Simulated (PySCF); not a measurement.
B₂H₆N₂.
SMILES: `NB(N)B`

Torsions of this conformer, `[BH2:1][B:2]([NH2:3])[NH2:4]`: H–N3–B2–B1 0°, H–N3–B2–B1 180°, H–N4–B2–B1 180°, H–N4–B2–B1 0°.

The closed-shell ground state was solved at several levels (PySCF, density fitting, gas phase, non-relativistic). Geometry: PBE0-D3(BJ)/def2-SVP; no solvent, vibrations or thermal averaging.

| level | basis functions | total energy (Eh) | HOMO (eV) | LUMO (eV) | gap (eV) | dipole (D) |
| --- | --- | --- | --- | --- | --- | --- |
| PBE0/pcSseg-1 | 98 | -162.6313 | -6.78 | -1.50 | 5.28 | 1.67 |
| B3LYP/pcJ-1 | 168 | -162.8820 | -6.50 | -1.74 | 4.76 | 1.71 |
| CAM-B3LYP/def2-SVPD | 128 | -162.6664 | -8.40 | -0.48 | 7.92 | 1.58 |

Problem. What might mPW1PW91/pcSseg-2 (228 basis functions) give for the same quantities?

Solution. Total energy -162.8815 Eh, HOMO -6.96 eV, LUMO -1.57 eV, gap 5.39 eV, dipole 1.60 D.

Problem. Over all these levels, which gives the widest orbital gap and which the narrowest?

Solution. CAM-B3LYP/def2-SVPD (range-separated hybrid) has the widest, 7.92 eV, and B3LYP/pcJ-1 (global hybrid, 20 % exact exchange) the narrowest, 4.76 eV. Functional and basis both differ between the two, so the spread mixes both effects.

Problem. How far do the dipole and the HOMO energy spread over the levels?

Solution. The dipole runs from 1.58 to 1.71 D (mean 1.64 D) and the HOMO from -8.40 to -6.50 eV.
